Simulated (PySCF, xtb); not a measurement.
C₃H₇ClOSi, SMILES C=C(Cl)[Si@@H](C)O. One conformer was computed; it need not be the lowest.

Harmonic wavenumbers (cm⁻¹) from GFN2-xTB in xtb 6.7.1 at its own minimum, in rising order: 31, 94, 110, 157, 197, 247, 267, 335, 377, 539, 641, 680, 692, 736, 773, 795, 827, 841, 892, 908, 1079, 1369, 1384, 1473, 1478, 1652, 2241, 3040, 3054, 3055, 3089, 3120, 3666.

What does PBE-D3(BJ)/def2-SVP run with PySCF give at its own minimum? (Estimate from the structure and the level; the computed values follow.)

59, 120, 144, 169, 224, 246, 273, 344, 402, 538, 650, 691, 701, 738, 750, 802, 832, 850, 877, 914, 1061, 1216, 1325, 1378, 1380, 1617, 2146, 2983, 3068, 3086, 3090, 3172, 3768. Paired by order, the mean absolute difference is 33 cm⁻¹ and the zero-point energies are 57.0 and 56.6 kcal/mol.
